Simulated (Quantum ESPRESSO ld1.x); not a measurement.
Results of a calculation; reference values are marked as such.
Question: Coherent X-ray form factor from a spherical all-electron density. Code: ld1.x of Quantum ESPRESSO 7.5. Model: scalar-relativistic Kohn-Sham, BLYP, spin-unpolarised, spherical densities, point nucleus.

| sin(theta)/lambda (1/angstrom) | f0 (electrons) |
|---|---|
| 0.05 | 8.947 |
| 0.1 | 8.789 |
| 0.15 | 8.536 |
| 0.2 | 8.201 |
| 0.25 | 7.799 |
| 0.3 | 7.348 |
| 0.4 | 6.373 |
| 0.5 | 5.399 |
| 0.6 | 4.515 |
| 0.8 | 3.157 |
| 1 | 2.322 |
| 1.25 | 1.767 |
| 1.5 | 1.489 |
| 2 | 1.199 |

The species is in the configuration that NIST lists as its ground one. Which atom or ion scatters so?

Answer: The aluminium ion Al4+, [He] 2s2 2p5. Extrapolating in s^2 from the first two rows gives f0(0) = 9.0, near the electron count 9; among species with that count, the fall with angle is slower the higher Z, and the table is that of Z = 13; from so few rows the species is fixed only to a neighbour or two.
